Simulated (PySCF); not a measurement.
ZrN2, triplet: structure and spectrum

Computed with PySCF, UPBE0, basis Zr def2-TZVP with ECP28, N def2-TZVP (scalar-relativistic core potentials, no spin–orbit coupling, density fitting).

The structure is a minimum.

```xyz
3
charge 0 multiplicity 3, angstrom
Zr    0.0000    0.0000   -0.4580
N     0.6131    0.0000    1.4704
N    -0.6131    0.0000    1.4704
```

```json
{"Point group": "C2v", "Bond lengths": "N–N 1.226 Å, Zr–N 2.024 Å (×2)", "Bond angles": "N–N–Zr 72.4° (×2), N–Zr–N 35.3°", "Entropy at 298.15 K and 1 bar (electronic part: spin only)": "272.0 J/(mol K)", "Principal polarisabilities": "87.2, 112.8, 121.8 bohr³", "Enthalpy at 298.15 K above 0 K": "11.01 kJ/mol", "Zero-point energy": "15.7 kJ/mol", "Lowest empty level (β)": "-2.17 eV", "Spin squared ⟨S²⟩": "2.016", "Rotational symmetry number": "2", "Dipole moment": "4.66 D", "Atomisation energy without zero-point energy": "1041 kJ/mol", "Highest occupied level (α)": "-5.04 eV", "Principal quadrupole moments (Buckingham, traceless) about the centre of mass": "-2.77, 0.66, 2.10 D Å", "Rotational constants": "1.601, 0.2123, 0.1874 cm⁻¹", "Heat capacity Cp at 298.15 K": "43.4 J/(mol K)"}
```

Harmonic modes (masses in u: Zr 89.905, N 14.003):
```tsv
symmetry	ω (cm⁻¹)	IR (km/mol)	μ (u)
a1	466	4.7	17.40
b2	591	27.2	14.34
a1	1571	248	14.08
```

In C2v the vibrations span 2a1 + b2. Here b1 is antisymmetric to the molecular plane and b2 lies in it.

Charges (e):
```json
{"atom": "Zr1", "Mulliken": "0.53", "Löwdin": "0.30", "polar tensor": "0.42", "spin (Mulliken)": "2.00", "Mayer order to Zr1": "–"}
{"atom": "N2,3", "Mulliken": "-0.26", "Löwdin": "-0.15", "polar tensor": "-0.21", "spin (Mulliken)": "0.00", "Mayer order to Zr1": "1.14"}
```
Other Mayer orders above 0.3: N–N 1.64.

Mulliken populations on Zr1 (electrons outside its core potential): s 2.77, p 6.17, d 2.50, f 0.04.

Only a few start shapes were tried, so a lower isomer may exist. Open d and f shells are described by one determinant, and the ground state may have another occupation or spin.

The final relaxation and frequency run took 22 s on 4 threads of a shared Arm Neoverse V1 host, with 102 basis functions and 9 gradients; the process peaked at 0.95 GiB.
